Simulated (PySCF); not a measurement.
HSbO₂, singlet: computed properties

Level of theory: PBE0/[Sb def2-TZVP with ECP28, O def2-TZVP, H def2-TZVP], scalar-relativistic core potentials, density fitting, no spin–orbit coupling, PySCF.

The structure is a minimum.

```json
{"Point group": "C2v", "Bond lengths": "Sb–H 1.708 Å, Sb–O 1.796 Å (×2)", "Bond angles": "H–Sb–O 113.8° (×2), O–Sb–O 132.4°", "Dipole moment": "3.34 D", "Entropy at 298.15 K and 1 bar": "280.8 J/(mol K)", "Lowest empty level": "-3.33 eV", "Enthalpy at 298.15 K above 0 K": "13.05 kJ/mol", "Heat capacity Cp at 298.15 K": "56.2 J/(mol K)", "Zero-point energy": "29.2 kJ/mol", "Highest occupied level": "-8.82 eV", "Rotational symmetry number": "2", "Atomisation energy without zero-point energy": "890 kJ/mol", "Principal quadrupole moments (Buckingham, traceless) about the centre of mass": "-13.52, 4.42, 9.10 D Å", "Rotational constants": "1.005, 0.1951, 0.1634 cm⁻¹", "Principal polarisabilities": "27.7, 42.6, 51.8 bohr³"}
```

Harmonic modes (masses in u: Sb 120.904, O 15.995, H 1.008):
```json
{"symmetry": "a1", "ω (cm⁻¹)": "215", "IR (km/mol)": "53.4", "μ (u)": "18.29", "type": "bend"}
{"symmetry": "b1", "ω (cm⁻¹)": "318", "IR (km/mol)": "10.1", "μ (u)": "1.26", "type": "bend"}
{"symmetry": "b2", "ω (cm⁻¹)": "635", "IR (km/mol)": "27.7", "μ (u)": "1.05", "type": "bend"}
{"symmetry": "a1", "ω (cm⁻¹)": "858", "IR (km/mol)": "17.1", "μ (u)": "16.58", "type": "stretch"}
{"symmetry": "b2", "ω (cm⁻¹)": "909", "IR (km/mol)": "86.0", "μ (u)": "18.98", "type": "stretch"}
{"symmetry": "a1", "ω (cm⁻¹)": "1941", "IR (km/mol)": "83.1", "μ (u)": "1.02", "type": "stretch"}
```

In C2v the vibrations span 3a1 + b1 + 2b2. Here b1 is antisymmetric to the molecular plane and b2 lies in it.

Charges (e):
```
atom  Mulliken  Löwdin  polar tensor  Mayer order to Sb1
 Sb1      1.14    0.90          1.44                   –
O2,3     -0.59   -0.44         -0.65                1.78
  H4      0.03   -0.03         -0.15                0.80
```

Mulliken populations on Sb1 (electrons outside its core potential): s 3.36, p 7.96, d 10.43, f 0.11.

Outer orbital energies (eV). occupied: -25.88, -16.02, -11.69, -10.77, -10.30, -8.84, -8.82, -8.82; empty: -3.33, -2.87, 0.43, 1.17.

Counting electrons, antimony keeps none of its valence electrons outside its bonds, so the VSEPR class is AX3 and the expected shape is trigonal planar; with unlike ligands the computed point group is C2v.

Only a few start shapes were tried, so a lower isomer may exist.

The final relaxation and frequency run took 45 s on 4 threads of a shared Intel Xeon Platinum 8259CL @ 2.50GHz (Skylake/Cascade Lake) host, with 118 basis functions and 13 gradients; the process peaked at 1.3 GiB.
